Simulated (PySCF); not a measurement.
**Finite-field polarisability of As (arsenic, neutral)**

[Ar] 3d10 4s2 4p3, high-spin 4S determinant. Computed with PySCF 2.14 in x2c-TZVPPall with one added diffuse shell each of s, p, d type (7s6p5d1f, 57 functions), with the spin-free X2C one-electron Hamiltonian (Gaussian nucleus). Frozen: [Ar] 3d10. Energy changes in a uniform field (μhartree):

```json
{"axis": "x", "F (au)": "0.0025", "HF": "-96.596", "MP2": "-95.043", "CCSD": "-94.957", "CCSD(T)": "-94.994"}
{"axis": "x", "F (au)": "0.005", "HF": "-386.594", "MP2": "-380.385", "CCSD": "-380.045", "CCSD(T)": "-380.195"}
```

Question: Derive α along x at CCSD(T) from the two fields.

Answer: With ΔE = −αF²/2 − γF⁴/24, α = −(16 ΔE(F) − ΔE(2F))/(6F²) = 30.39 bohr³.

Question: And the mean polarisability at each level?

Answer: HF 30.90, MP2 30.41, CCSD 30.38, CCSD(T) 30.39 bohr³. Reference: 30 ± 1 bohr³ (recommended; Schwerdtfeger and Nagle, table of static dipole polarizabilities (2023 update)).
